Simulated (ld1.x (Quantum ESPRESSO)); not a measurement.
Which change was made? (Mg, TM)

ld1.x (Quantum ESPRESSO) 7.5 input, shortened:

```
&input
   title='Mg', zed=12., rel=1, dft='PBE', iswitch=3,
   config='[Ne] 3s2 3p0'
 /
 &inputp
   pseudotype=2, tm=.true., lloc=-2, rcloc=1.85,
   nlcc=.true.
 /
2
3S  1  0   2.00   0.00  2.30  2.30  0.0
3P  2  1   0.00   0.00  2.55  2.55  0.0
 &test
   configts(1)='3s2 3p0'
 /
```

Cutoffs, loose and tight: the cutoffs (Ry, on a coarse ladder) from which the occupation-weighted sum of valence levels, in a spherical-Bessel basis at the reference potential, stays within 10 and 1 mRy of its value at 400 Ry. They do not see the model core or the augmentation charge, which bear on the density cutoff. Test errors are all-electron minus pseudo excitation energies from the reference, over the configurations 3s1 3p0; 3s1.5 3p0; 3s1 3p1; 3s0 3p1; 3s0 3p2; variants that change the core or the reference have their own tests.

The base gives: outcome: generated; cutoff, loose: 6 Ry; cutoff, tight: 18 Ry; bound ghosts: none; largest test error (meV): +17.

Task: After one change the result is: outcome: generated; cutoff, loose: 35 Ry; cutoff, tight: 55 Ry; bound ghosts: none; largest test error (meV): +16. Which change was it?
A. wave 3s (bound): rc 2.30 bohr becomes 3s (bound): rc 1.48 bohr
B. wave 3s (bound): rc 2.30 bohr becomes 3s (bound): rc 3.04 bohr
C. wave 3s (bound): rc 2.30 bohr becomes 3s (bound): rc 3.46 bohr
D. wave 3s (bound): rc 2.30 bohr becomes 3s (bound): rc 2.76 bohr

Result: A. The others give: wave 3s (bound): rc 2.30 bohr becomes 3s (bound): rc 2.76 bohr → outcome: generated; cutoff, loose: 6 Ry; cutoff, tight: 15 Ry; bound ghosts: none; largest test error (meV): -10 | wave 3s (bound): rc 2.30 bohr becomes 3s (bound): rc 3.04 bohr → outcome: generated; cutoff, loose: 6 Ry; cutoff, tight: 10 Ry; bound ghosts: none; largest test error (meV): -32 | wave 3s (bound): rc 2.30 bohr becomes 3s (bound): rc 3.46 bohr → outcome: generated; cutoff, loose: 6 Ry; cutoff, tight: 6 Ry; bound ghosts: none; largest test error (meV): -81.
